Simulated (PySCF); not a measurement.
C4H10BCl3Ge, SMILES CB(C)C[CH2][Ge]([Cl])([Cl])[Cl], GFN2-xTB optimised geometry.

```
19

Ge    -1.49     2.72     0.00
Cl    -0.92     3.82     1.75
Cl    -3.64     2.71    -0.05
Cl    -0.83     3.88    -1.68
C     -0.66     0.86    -0.01
C      0.86     0.91     0.00
B      1.61    -0.48     0.00
C      3.19    -0.48     0.00
C      0.82    -1.84     0.00
H     -1.05     0.34     0.86
H     -1.03     0.36    -0.90
H      1.20     1.49    -0.86
H      1.19     1.48     0.87
H      3.57    -1.02     0.87
H      3.57    -1.02    -0.87
H      3.64     0.51     0.00
H      0.18    -1.91     0.88
H      0.15    -1.91    -0.85
H      1.45    -2.72    -0.01
```

Density from CAM-B3LYP/def2-SVP run with PySCF at that geometry.

Minimum of the electron density along straight lines between bonded atoms, close to the bond critical point (lines longer than 1.1 times the sum of covalent radii, or with two minima, are not listed):

| bond | length / Å | ρ at the minimum / e bohr⁻³ | ∇²ρ there / e bohr⁻⁵ | position (fraction from the first atom) |
|---|---|---|---|---|
| Ge1–Cl2 | 2.144 | 0.102 | 0.14 | 0.44 |
| Ge1–Cl3 | 2.147 | 0.102 | 0.14 | 0.44 |
| Ge1–Cl4 | 2.144 | 0.102 | 0.14 | 0.44 |
| Ge1–C5 | 2.035 | 0.119 | -0.05 | 0.48 |
| C5–C6 | 1.522 | 0.243 | -0.55 | 0.52 |
| C6–B7 | 1.586 | 0.179 | -0.15 | 0.68 |
| B7–C8 | 1.574 | 0.183 | -0.16 | 0.32 |
| B7–C9 | 1.574 | 0.182 | -0.16 | 0.32 |
| C5–H10 | 1.089 | 0.277 | -1.03 | 0.63 |
| C5–H11 | 1.089 | 0.277 | -1.03 | 0.63 |
| C6–H12 | 1.095 | 0.269 | -0.95 | 0.62 |
| C6–H13 | 1.095 | 0.269 | -0.95 | 0.62 |
| C8–H14 | 1.089 | 0.268 | -0.95 | 0.62 |
| C8–H15 | 1.089 | 0.268 | -0.95 | 0.62 |
| C8–H16 | 1.087 | 0.274 | -0.99 | 0.62 |
| C9–H17 | 1.089 | 0.268 | -0.94 | 0.62 |
| C9–H18 | 1.089 | 0.268 | -0.95 | 0.62 |
| C9–H19 | 1.087 | 0.274 | -0.99 | 0.62 |
